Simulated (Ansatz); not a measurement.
A run for Ansatz (an electronic-structure program): U-PBE0/def2-TZVPP on SbW, 2S+1 = 10, a spin state set in the input, which need not be the lowest. Elements past Kr take the def2 small-core potentials; no spin–orbit coupling.

Ansatz 0.2 input:
```yaml
crystal:
  periodic: [false, false, false]
  atoms:
    - {symbol: W, position_ang: [0.00000000, 0.00000000, 0.00000000]}
    - {symbol: Sb, position_ang: [0.00000000, 0.00000000, 2.85900000]}
basis:
  gaussian:
    orbitals: def2-TZVPP
hamiltonian:
  xc: {name: PBE0}
magnetization: {spin_polarized: true, initial_magnetization: 9}
relax: {f_tol: 0.002, max_steps: 120}
```

**Question.** Predict the final total energy.

**Answer.** -307.1585 hartree.

**Question.** How many basis functions does it have, and what does it roughly cost on one machine?

**Answer.** 106 functions; very roughly 70 core-seconds.
